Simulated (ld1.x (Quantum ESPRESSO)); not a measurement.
An all-electron radial function and its pseudo partner (Lu (Z = 71))

Columns: radius, all-electron u(r) and pseudo u(r) of the 6s shell (level -4.68 eV) of lutetium in the configuration [Kr] 4d10 4f14 5s2 5p6 5d1 6s2 6p0; PBEsol, scalar-relativistic, PAW scheme, ld1.x (Quantum ESPRESSO) 7.5.

```
r (bohr)  all-electron   pseudo
   0.132        0.0948   0.1919
   0.265       -0.0524   0.3619
   0.398       -0.1600   0.4892
   0.530       -0.0312   0.5609
   0.663        0.1375   0.5743
   0.795        0.2418   0.5337
   0.928        0.2685   0.4499
   1.060        0.2341   0.3388
   1.193        0.1604   0.2139
   1.325        0.0672   0.0897
   1.458       -0.0334  -0.0271
   1.590       -0.1311  -0.1308
   1.723       -0.2221  -0.2227
   1.855       -0.3025  -0.3025
   1.988       -0.3722  -0.3722
   2.120       -0.4302  -0.4302
   2.252       -0.4776  -0.4776
   2.385       -0.5154  -0.5154
   2.518       -0.5444  -0.5444
   2.650       -0.5654  -0.5654
   2.782       -0.5794  -0.5794
   2.915       -0.5875  -0.5875
   3.048       -0.5903  -0.5903
   3.180       -0.5884  -0.5884
   3.312       -0.5828  -0.5828
   3.445       -0.5738  -0.5738
```

**Question.** How many radial nodes do the two functions have?

**Answer.** The all-electron 6s function has n − l − 1 = 5 (the table is too coarse to show those close to the nucleus); the pseudo-wave has 1, since 1 lower shell of the same l stays in the valence.

**Question.** At about which radius was the pseudo-wave matched?

**Answer.** 1.95 bohr, where the columns begin to agree (steps of 0.13 bohr).

**Question.** Is the pseudo-wave norm-conserving?

**Answer.** No, it belongs to a PAW set: the norm inside the radius is not constrained, and the difference is carried by the augmentation charge.
